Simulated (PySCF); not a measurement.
BGeH6N, BGeH5NO, CH6BGeN (calculated)

Computed with PySCF 2.14.0. Calculation on a computer-drawn molecule: the log of a Hartree-Fock and frozen-core CCSD(T) single point meant for a local Hartree-Fock minimum, with one planted fault or none, to be diagnosed. Offsets are logged minus clean, where the clean run is the same molecule without the fault. The reference is restricted for singlets and unrestricted otherwise, and also for a bond in bohr or an excited solution. Adding or removing an electron swaps singlet and doublet. The excited solution moves the top pair (singlet) or top alpha electron (doublet) to the lowest empty orbital. Highest occupied and lowest empty are orbital energies over both spins, largest force is the largest gradient component, triples share is (T) over the correlation energy, the T1 limit is 0.02 restricted and 0.045 unrestricted, electrons count all cores, a negative frequency is imaginary (commonest isotopes), and the dipole is about the centre of nuclear charge; on germanium a core potential holds 10 electrons, which the energies leave out, and 3d is frozen in MP2 and coupled-cluster steps.

Common to all runs: meant charge 0; meant basis cc-pVDZ; meant basis and core potential on germanium cc-pVDZ-PP ECP10MDF; logged SCF converged yes; possible faults no fault, one electron removed, one electron added, multiplicity raised by two, geometry at a saddle point, SCF held on an excited solution, minimal basis STO-3G, one bond length entered in bohr, all coordinates scaled.

```json
{"entry": 1, "formula": "BGeH6N", "logged_structure": {"atoms_angstrom": [["B", -1.2215, 0.3797, -2.8036], ["N", -1.4332, -0.7102, -1.9532], ["Ge", -0.8071, -0.9328, -0.2209], ["H", -1.6961, 0.3762, -3.9101], ["H", 0.0165, 2.149, -2.0904], ["H", -1.9862, -1.4642, -2.3171], ["H", 0.1002, -2.1654, -0.1638], ["H", -0.0383, 0.3291, 0.1496], ["H", -1.9971, -1.1489, 0.7186]]}, "given": {"meant_multiplicity": 1, "logged_electrons": 50, "logged_basis_functions": 81, "logged_spin_squared": 0.6067, "logged_highest_occupied [eV]": -9.0838, "logged_lowest_empty [eV]": 3.3508, "logged_largest_force [hartree/bohr]": 0.021912, "logged_T1_diagnostic": 0.065115, "logged_D1_diagnostic": 0.27396, "logged_triples_share": 0.032519, "logged_CC_converged": "yes", "logged_dipole_magnitude [debye]": 2.5712, "logged_SCF_stable_within_its_kind": "yes", "logged_energy_HF [hartree]": -375.91532, "logged_energy_CCSD(T) [hartree]": -376.33446, "drawn_bonds_atom": [1, 2, 1, 1, 2, 3, 3, 3], "drawn_bonds_other_atom": [2, 3, 4, 5, 6, 7, 8, 9], "drawn_bonds_order": [1, 1, 1, 1, 1, 1, 1, 1]}, "results": {"planted_fault": "one bond length entered in bohr, row 4 of the drawn bonds", "HF_energy_offset_from_clean_run [kcal/mol]": 76.24, "CCSD(T)_energy_offset_from_clean_run [kcal/mol]": 74.48}, "notes": ["T1 above single-reference limit"]}
{"entry": 2, "formula": "BGeH5NO", "logged_structure": {"atoms_angstrom": [["B", -1.0634, 1.113, 0.4537], ["N", -0.5993, -0.1983, 0.6021], ["Ge", 0.0217, -1.3046, -0.7577], ["O", -1.0637, -1.1514, -2.1556], ["H", -1.4234, 1.747, 1.4097], ["H", -1.0975, 1.6079, -0.6457], ["H", -0.5617, -0.5752, 1.5315], ["H", -0.0946, -2.7625, -0.2777], ["H", -1.2443, -0.2629, -2.4295]]}, "given": {"meant_multiplicity": 2, "logged_electrons": 57, "logged_basis_functions": 90, "logged_spin_squared": 0.802, "logged_highest_occupied [eV]": -2.917, "logged_lowest_empty [eV]": -1.5771, "logged_largest_force [hartree/bohr]": 0.067272, "logged_dipole_magnitude [debye]": 1.6171, "logged_SCF_stable_within_its_kind": "no", "logged_energy_HF [hartree]": -450.10988, "drawn_bonds_atom": [1, 2, 3, 1, 1, 2, 3, 4], "drawn_bonds_other_atom": [2, 3, 4, 5, 6, 7, 8, 9], "drawn_bonds_order": [1, 1, 1, 1, 1, 1, 1, 1]}, "results": {"planted_fault": "SCF held on an excited solution", "HF_energy_offset_from_clean_run [kcal/mol]": 132.9}, "notes": ["coupled-cluster numbers left out as unreliable"]}
{"entry": 3, "formula": "CH6BGeN", "logged_structure": {"atoms_angstrom": [["B", 0.1804, 2.7179, -0.4793], ["N", -0.0357, 1.3799, -0.8644], ["Ge", 0.2179, 0.7211, -2.5921], ["C", -0.3125, -1.1694, -2.1876], ["H", 0.5551, 3.5139, -1.2999], ["H", -0.0074, 3.063, 0.6591], ["H", -0.3482, 0.753, -0.1436], ["H", 0.3266, -1.5855, -1.4002], ["H", -0.2343, -1.8072, -3.0707], ["H", -2.2681, -1.2315, -1.5061]]}, "given": {"meant_multiplicity": 1, "logged_electrons": 56, "logged_basis_functions": 95, "logged_spin_squared": 0.8109, "logged_highest_occupied [eV]": -9.2926, "logged_lowest_empty [eV]": 0.76934, "logged_largest_force [hartree/bohr]": 0.021018, "logged_T1_diagnostic": 0.057195, "logged_D1_diagnostic": 0.25065, "logged_triples_share": 0.037295, "logged_CC_converged": "yes", "logged_dipole_magnitude [debye]": 1.6285, "logged_SCF_stable_within_its_kind": "yes", "logged_energy_HF [hartree]": -413.78706, "logged_energy_CCSD(T) [hartree]": -414.32834, "drawn_bonds_atom": [1, 2, 3, 1, 1, 2, 4, 4, 4], "drawn_bonds_other_atom": [2, 3, 4, 5, 6, 7, 8, 9, 10], "drawn_bonds_order": [1, 1, 1, 1, 1, 1, 1, 1, 1]}, "results": {"planted_fault": "one bond length entered in bohr, row 9 of the drawn bonds", "HF_energy_offset_from_clean_run [kcal/mol]": 76.24, "CCSD(T)_energy_offset_from_clean_run [kcal/mol]": 79.47}, "notes": ["T1 above single-reference limit"]}
```
